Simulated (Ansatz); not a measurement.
Start from `C[O][In]([Cl])[Cl]` and change one atom or group to get `[Cl][In]([Cl])[I]`.

Ansatz, PBE0-D4/def2-TZVP geometries, multiplicity 1. Each molecule was computed in one conformer, which needn't be the lowest.

Elements past krypton have def2 core potentials.  Spin–orbit coupling is left out; it splits and shifts lone-pair levels of the heavy atoms by tenths of an eV.

```
                                      property  `C[O][In]([Cl])[Cl]`
         HOMO energy (ωB97M-V/def2-TZVPP) / eV                -10.61
            LUMO energy (PBE0/def2-TZVPP) / eV                 -2.52
            HOMO energy (PBE0/def2-TZVPP) / eV                 -8.22
zero-point energy (PBE0-D4/def2-TZVP) / kJ/mol                 113.9
         LUMO energy (ωB97M-V/def2-TZVPP) / eV                 -0.55
         HOMO–LUMO gap (B3LYP/def2-TZVPP) / eV                  5.16
```

Question: Give the same properties after the change, and the shifts. (An estimate is asked.)

Answer: Ansatz gave: 
```
                                      property  `[Cl][In]([Cl])[I]`   shift
         HOMO energy (ωB97M-V/def2-TZVPP) / eV               -10.43    0.18
            LUMO energy (PBE0/def2-TZVPP) / eV                -2.94   -0.42
            HOMO energy (PBE0/def2-TZVPP) / eV                -8.30   -0.08
zero-point energy (PBE0-D4/def2-TZVP) / kJ/mol                  7.2  -106.7
         LUMO energy (ωB97M-V/def2-TZVPP) / eV                -1.04   -0.49
         HOMO–LUMO gap (B3LYP/def2-TZVPP) / eV                 4.82   -0.34
```

With PBE0 the HOMO falls by 0.08 eV and the LUMO falls by 0.42 eV, so the gap narrows by about 0.34 eV. PBE moves the HOMO by -0.42 eV and ωB97M-V by 0.18 eV. The zero-point energy changes by -106.7 kJ/mol with -12 modes.

B3LYP here is the variant with VWN-RPA as its local correlation; programs differ in this.
